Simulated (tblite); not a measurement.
Species: C₇H₁₁BS₂.
Numbering: `[CH3:1][C:2]#[C:3][CH:4]1[CH2:5][S:6][B:7]([CH3:8])[S:9][CH2:10]1` (hydrogens: H11, H12, H13 on C1; H14 on C4; H15, H16 on C5; H17, H18, H19 on C8; H20, H21 on C10)

Computed with GFN2-xTB (tblite), gas phase: L-BFGS steps from a force-field or distance-geometry start until the largest atomic force falls under 0.01 eV/Å.

Step 69: E = -770.1852 eV
```
atom  x, y, z in Å  |  force x, y, z in eV/Å
C1     -4.4307   -0.1892   -0.2774   -0.028  -0.023   0.017
C2     -3.0098   -0.3004   -0.0197   -0.280   0.070  -0.109
C3     -1.8242   -0.3606    0.1353    0.204   0.050   0.010
C4     -0.3678   -0.3257    0.1965   -0.060  -0.099  -0.044
C5      0.0442    1.1258    0.4182    0.012  -0.071  -0.019
S6      1.8441    1.3935    0.6786   -0.004  -0.016  -0.010
B7      2.7098    0.1153   -0.2297   -0.013  -0.012   0.057
C8      4.2918    0.1291   -0.1395   -0.117  -0.046   0.065
S9      1.9477   -1.2017   -1.1726    0.005   0.057   0.022
C10     0.1538   -0.8142   -1.1534    0.093  -0.034  -0.034
H11    -4.6331   -0.5038   -1.3032   -0.006   0.016   0.060
H12    -5.0173   -0.8100    0.4011    0.111   0.008   0.004
H13    -4.7437    0.8505   -0.1599    0.030  -0.070   0.001
H14    -0.0025   -0.9751    1.0032   -0.008   0.086  -0.036
H15    -0.4292    1.5388    1.3058   -0.027  -0.004   0.073
H16    -0.2607    1.7124   -0.4490    0.033   0.119   0.024
H17     4.7167    0.7359   -0.9336    0.049   0.067  -0.103
H18     4.7147   -0.8664   -0.2433    0.044  -0.036  -0.002
H19     4.6385    0.5555    0.7977    0.054   0.011   0.045
H20    -0.3255   -1.7405   -1.4627   -0.077  -0.033   0.057
H21    -0.0260   -0.0522   -1.9122   -0.016  -0.039  -0.078
```

Step 70: E = -770.1909 eV
```
atom  x, y, z in Å  |  force x, y, z in eV/Å
C1     -4.4417   -0.1962   -0.2703   -0.029  -0.014   0.002
C2     -3.0181   -0.3020   -0.0232   -0.168   0.100  -0.137
C3     -1.8277   -0.3452    0.1072    0.135   0.054   0.041
C4     -0.3702   -0.3155    0.1828   -0.073  -0.095  -0.030
C5      0.0516    1.1335    0.4131   -0.030  -0.098  -0.001
S6      1.8519    1.3892    0.6916   -0.057  -0.006  -0.036
B7      2.7171    0.1179   -0.2256   -0.101   0.008   0.115
C8      4.2942    0.1281   -0.1316    0.000  -0.048   0.016
S9      1.9554   -1.1998   -1.1668    0.018   0.054   0.000
C10     0.1631   -0.8130   -1.1590    0.031  -0.018  -0.029
H11    -4.6588   -0.5104   -1.2927    0.030  -0.005   0.037
H12    -5.0165   -0.8196    0.4133    0.079  -0.020   0.041
H13    -4.7636    0.8403   -0.1519    0.057  -0.050   0.023
H14    -0.0210   -0.9675    0.9956   -0.002   0.100  -0.049
H15    -0.4241    1.5363    1.3046   -0.027   0.019   0.045
H16    -0.2474    1.7314   -0.4502    0.057   0.081   0.058
H17     4.7179    0.7287   -0.9327    0.054   0.072  -0.071
H18     4.7058   -0.8710   -0.2443    0.083  -0.049   0.026
H19     4.6561    0.5514    0.8031    0.005  -0.014  -0.008
H20    -0.3144   -1.7439   -1.4596   -0.069  -0.011   0.039
H21    -0.0185   -0.0558   -1.9230    0.006  -0.060  -0.082
```

Step 71: E = -770.1951 eV
```
atom  x, y, z in Å  |  force x, y, z in eV/Å
C1     -4.4497   -0.2070   -0.2592    0.013  -0.025   0.026
C2     -3.0212   -0.3014   -0.0263   -0.187   0.110  -0.158
C3     -1.8288   -0.3344    0.0922    0.133   0.039   0.053
C4     -0.3703   -0.3052    0.1674   -0.071  -0.029  -0.024
C5      0.0534    1.1439    0.4001   -0.062  -0.067   0.018
S6      1.8540    1.3965    0.6859   -0.061  -0.026  -0.043
B7      2.7203    0.1161   -0.2188   -0.037   0.028   0.146
C8      4.3009    0.1161   -0.1122   -0.069  -0.002  -0.109
S9      1.9574   -1.1911   -1.1745    0.039   0.045   0.001
C10     0.1659   -0.8053   -1.1720   -0.040  -0.011  -0.025
H11    -4.6802   -0.5218   -1.2777    0.053  -0.030   0.017
H12    -5.0080   -0.8364    0.4329    0.073  -0.009   0.034
H13    -4.7820    0.8256   -0.1399    0.069  -0.032   0.047
H14    -0.0191   -0.9526    0.9823   -0.019   0.074  -0.042
H15    -0.4231    1.5423    1.2953   -0.009   0.012  -0.004
H16    -0.2441    1.7489   -0.4606    0.072   0.038   0.092
H17     4.7240    0.7179   -0.9153    0.044   0.056  -0.031
H18     4.7060   -0.8836   -0.2372    0.088  -0.067   0.058
H19     4.6717    0.5358    0.8204   -0.033  -0.035  -0.002
H20    -0.3156   -1.7379   -1.4651   -0.026   0.017   0.021
H21    -0.0206   -0.0494   -1.9375    0.030  -0.088  -0.074
```

**Question.** Estimate the geometry and energy of step 72. (The exact step hangs on the optimiser's Hessian estimate; all steps are aligned on step 71, rigid shifts and turns removed.)

**Answer.** E = -770.1996 eV, largest force 0.206 eV/Å
```
atom  x, y, z in Å  |  force x, y, z in eV/Å
C1     -4.4519   -0.2097   -0.2569    0.011  -0.016   0.017
C2     -3.0228   -0.2981   -0.0336   -0.098   0.105  -0.148
C3     -1.8298   -0.3274    0.0829    0.109   0.021   0.050
C4     -0.3713   -0.3009    0.1576   -0.041   0.038  -0.003
C5      0.0545    1.1470    0.3978   -0.083  -0.026   0.025
S6      1.8550    1.3979    0.6848   -0.064  -0.011  -0.016
B7      2.7215    0.1127   -0.2090   -0.064   0.028   0.108
C8      4.3004    0.1124   -0.1061    0.031   0.026  -0.079
S9      1.9600   -1.1863   -1.1769    0.032   0.021  -0.007
C10     0.1678   -0.8066   -1.1784   -0.093   0.010  -0.008
H11    -4.6904   -0.5239   -1.2725    0.054  -0.054  -0.019
H12    -4.9993   -0.8412    0.4397    0.038  -0.033   0.059
H13    -4.7880    0.8201   -0.1365    0.056   0.014   0.063
H14    -0.0171   -0.9430    0.9740   -0.040   0.028  -0.018
H15    -0.4190    1.5387    1.2992   -0.004  -0.006  -0.040
H16    -0.2431    1.7642   -0.4550    0.072   0.001   0.091
H17     4.7177    0.7156   -0.9133    0.034   0.037   0.010
H18     4.7083   -0.8866   -0.2357    0.071  -0.042   0.067
H19     4.6795    0.5329    0.8262   -0.073  -0.068  -0.082
H20    -0.3146   -1.7431   -1.4589    0.001   0.021   0.000
H21    -0.0264   -0.0577   -1.9491    0.051  -0.093  -0.071
```

The energy changes by -0.0046 eV. The first-order estimate −F·Δx gives -0.0063 eV and the mean of the old and new forces, exact on a quadratic surface, -0.0046 eV. The step makes an angle of 73° with the force vector and moves no atom by more than 0.016 Å.

The cost below is that of the whole relaxation. The run took 2.1 s of wall time on an Arm Neoverse N1 with one thread, shared host with 64 logical CPUs at a one-minute load of 61.
